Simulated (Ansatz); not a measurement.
C₂H₅NSSi (`C[SiH](S)C#N`) at its PBE0-D4/def2-TZVP geometry, where that method's forces vanish. Total charge 0; spin multiplicity 1.

```xyz
10

C     0.9113    0.6536   -1.0061
Si    0.0651   -0.1046    0.4577
S    -1.3399    1.2938    1.2253
C    -0.8263   -1.6359   -0.0969
N    -1.3768   -2.5885   -0.4392
H     1.4725    1.5396   -0.7020
H     1.6049   -0.0623   -1.4523
H     0.1816    0.9446   -1.7643
H     1.0014   -0.5668    1.5074
H    -1.6938    0.5266    2.2705
```

**Question.** What forces (eV/Å) does ωB97M-V/def2-TZVPP give on these atoms in Ansatz 0.2.0? (An estimate is asked.)

**Answer.** Ansatz gave: 
```
C1   0.010  0.000 -0.011
Si2  0.194  0.053  0.137
S3  -0.026 -0.039  0.066
C4  -0.170 -0.283 -0.109
N5   0.116  0.195  0.070
H6  -0.039 -0.063 -0.028
H7  -0.048  0.056  0.027
H8   0.051 -0.019  0.052
H9  -0.116  0.058 -0.131
H10  0.028  0.043 -0.074
```
